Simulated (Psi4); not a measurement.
H$_{4}$As$_{2}$FIn, singlet, geometry from GFN2-xTB (such geometries of metal compounds can be far from the true shape) (core potentials on In); B3LYP/def2-SV(P) (Psi4).

The Psi4 input:
```
memory 2 GB

molecule {
0 1
In    0.27955947   -0.04735023    0.09153764
As   -1.18670273   -2.10953919    0.94169253
H    -0.34237307   -2.97176857    0.03711265
H    -2.10942872   -1.83357800   -0.23326540
As    0.26252155    2.26436772   -1.24377516
H     0.70256564    2.91429701    0.04334196
H    -1.18056660    2.41972264   -0.79464649
F     2.19215199   -0.36865036    0.71453781
}

set {
  basis def2-sv(p)
}

energy('b3lyp')
print_variables()
```

The log (banner, timings and long lists left out):

```
   => Loading Basis Set <=

    Name: DEF2-SV(P)
    Role: ORBITAL
    Keyword: BASIS

    !!!  WARNING: ECP capability is in beta. Please check occupations closely.  !!!

         ---------------------------------------------------------
                                   SCF
               by Justin Turney, Rob Parrish, Andy Simmonett
                          and Daniel G. A. Smith
                              RKS Reference
         ---------------------------------------------------------

  ==> Geometry <==

    Molecular point group: c1
    Full point group: C1

    Geometry (in Angstrom), charge = 0, multiplicity = 1:

       Center              X                  Y                   Z               Mass
    ------------   -----------------  -----------------  -----------------  -----------------
         IN           0.274083008099    -0.046267158091     0.089780292518   114.903878776000
         AS          -1.192179191901    -2.108456118091     0.939935182518    74.921594570000
         H           -0.347849531901    -2.970685498091     0.035355302518     1.007825032230
         H           -2.114905181901    -1.832494928091    -0.235022747482     1.007825032230
         AS           0.257045088099     2.265450791909    -1.245532507482    74.921594570000
         H            0.697089178099     2.915380081909     0.041584612518     1.007825032230
         H           -1.186043061901     2.420805711909    -0.796403837482     1.007825032230
         F            2.186675528099    -0.367567288091     0.712780462518    18.998403162730

  Running in c1 symmetry.

  Rotational constants: A =      0.10480  B =      0.01682  C =      0.01461 [cm^-1]
  Rotational constants: A =   3141.85914  B =    504.37856  C =    438.03022 [MHz]
  Nuclear repulsion =  599.571450504918403

  Charge       = 0
  Multiplicity = 1
  Electrons    = 100
  Nalpha       = 50
  Nbeta        = 50

  ==> Algorithm <==

  SCF Algorithm Type is DF.
  DIIS enabled.
  MOM disabled.
  Fractional occupation disabled.
  Guess Type is SAD.
  Energy threshold   = 1.00e-06
  Density threshold  = 1.00e-06
  Integral threshold = 1.00e-12

  ==> Primary Basis <==

  Basis Set: DEF2-SV(P)
    Blend: DEF2-SV(P)
    Number of shells: 48
    Number of basis functions: 112
    Number of Cartesian functions: 121
    Spherical Harmonics?: true
    Max angular momentum: 2

  Core potential: DEF2-SV(P)
    Number of shells: 4
    Number of ECP primitives: 18
    Number of ECP core electrons: 28
    Max angular momentum: 3

  ==> DFT Potential <==

   => LibXC <=

    Version 7.1.2
    S. Lehtola, C. Steigemann, M. J. T. Oliveira, and M. A. L. Marques,  SoftwareX 7, 1–5 (2018) (10.1016/j.softx.2017.11.002)

   => Composite Functional: B3LYP <=

    B3LYP Hyb-GGA Exchange-Correlation Functional

    P. J. Stephens, F. J. Devlin, C. F. Chabalowski, and M. J. Frisch,  J. Phys. Chem. 98, 11623 (1994) (10.1021/j100096a001)

    Deriv               =              1
    GGA                 =           TRUE
    Meta                =          FALSE

    Exchange Hybrid     =           TRUE
    MP2 Hybrid          =          FALSE

   => Exchange Functionals <=

    0.0800   Slater exchange
    0.7200         Becke 88

   => Exact (HF) Exchange <=

    0.2000               HF

   => Correlation Functionals <=

    0.1900   Vosko, Wilk & Nusair (VWN5_RPA)
    0.8100   Lee, Yang & Parr

   => LibXC Density Thresholds  <==

    XC_HYB_GGA_XC_B3LYP:  1.00E-15

   => Molecular Quadrature <=

    Radial Scheme          =       TREUTLER
    Pruning Scheme         =           NONE
    Nuclear Scheme         =       TREUTLER

    Blocking Scheme        =         OCTREE
    BS radius alpha        =              1
    Pruning alpha          =              1
    Radial Points          =             75
    Spherical Points       =            302
    Total Points           =         173351
    Total Blocks           =           1362
    Max Points             =            256
    Max Functions          =             95
    Weights Tolerance      =       1.00E-15

   => Loading Basis Set <=

    Name: (DEF2-SV(P) AUX)
    Role: JKFIT
    Keyword: DF_BASIS_SCF

  ==> Integral Setup <==

  SCF_SUBTYPE=INCORE selected. In-core MEM_DF algorithm will be used.
  Using in-core AOs.

  ==> MemDFJK: Density-Fitted J/K Matrices <==

    J tasked:                   Yes
    K tasked:                   Yes
    wK tasked:                   No
    Algorithm:                 Core
    Schwarz Cutoff:           1E-12
    Mask sparsity (%):      12.9783
    Fitting Condition:        1E-10

   => Auxiliary Basis Set <=

  Basis Set: (DEF2-SV(P) AUX)
    Blend: DEF2-UNIVERSAL-JKFIT
    Number of shells: 215
    Number of basis functions: 899
    Number of Cartesian functions: 1224
    Spherical Harmonics?: true
    Max angular momentum: 5

  Minimum eigenvalue in the overlap matrix is 1.2240350469E-02.
  Reciprocal condition number of the overlap matrix is 2.8254127625E-03.
    Using symmetric orthogonalization.

  ==> Pre-Iterations <==

  SCF Guess: Superposition of Atomic Densities via on-the-fly atomic UHF (no occupation information).

   -------------------------
    Irrep   Nso     Nmo
   -------------------------
     A        112     112
   -------------------------
    Total     112     112
   -------------------------

  ==> Iterations <==

                           Total Energy        Delta E     RMS |[F,P]|

   @DF-RKS iter SAD: -4756.45115609363620   -4.75645e+03   0.00000e+00
   @DF-RKS iter   1: -4761.24156992156077   -4.79041e+00   2.94746e-02 ADIIS/DIIS
   @DF-RKS iter   2: -4759.31733919160797    1.92423e+00   4.35115e-02 ADIIS/DIIS
   @DF-RKS iter   3: -4763.62903549018301   -4.31170e+00   4.02048e-03 ADIIS/DIIS
   @DF-RKS iter   4: -4763.58295630716293    4.60792e-02   4.87573e-03 ADIIS/DIIS
   @DF-RKS iter   5: -4763.69379216963443   -1.10836e-01   5.88692e-04 ADIIS/DIIS
   @DF-RKS iter   6: -4763.69658710722069   -2.79494e-03   1.25317e-04 ADIIS/DIIS
   @DF-RKS iter   7: -4763.69671942055902   -1.32313e-04   2.42740e-05 DIIS
   @DF-RKS iter   8: -4763.69672344467472   -4.02412e-06   6.97734e-06 DIIS
   @DF-RKS iter   9: -4763.69672373393951   -2.89265e-07   2.72880e-06 DIIS
   @DF-RKS iter  10: -4763.69672378837004   -5.44305e-08   4.76956e-07 DIIS
  Energy and wave function converged.

  ==> Post-Iterations <==

   Electrons on quadrature grid:
      Ntotal   =   99.9999401792 ; deviation = -5.982e-05

    Orbital Energies [Eh]
    ---------------------

    Doubly Occupied:

[...]
    Virtual:

[...]
    Final Occupation by Irrep:
              A
    DOCC [    50 ]
    NA   [    50 ]
    NB   [    50 ]

  @DF-RKS Final Energy: -4763.69672378837004

   => Energetics <=

    Nuclear Repulsion Energy =            599.5714505049184027
    One-Electron Energy =               -7902.8485581364311656
    Two-Electron Energy =                2696.5648621272280252
    DFT Exchange-Correlation Energy =    -156.9844782840856112
    Empirical Dispersion Energy =           0.0000000000000000
    VV10 Nonlocal Energy =                  0.0000000000000000
    Total Energy =                      -4763.6967237883700363

Computation Completed

Properties will be evaluated at   0.000000,   0.000000,   0.000000 [a0]

Properties computed using the SCF density matrix

 Multipole Moments:

 ------------------------------------------------------------------------------------
     Multipole            Electronic (a.u.)      Nuclear  (a.u.)        Total (a.u.)
 ------------------------------------------------------------------------------------

 L = 1.  Multiply by 2.5417464519 to convert [e a0] to [Debye]
 Dipole X            :         14.5822794          -15.8270442           -1.2447648
 Dipole Y            :         -2.4992152            2.7100821            0.2108669
 Dipole Z            :          4.7712047           -5.1755594           -0.4043547
 Magnitude           :                                                    1.3256723

 ------------------------------------------------------------------------------------

  Variable Map:
  ----------------------------------------------------------------------------
[...]
  Array Variable Map:
  ----------------------------------------------------------------------------
[...]
[...]
```
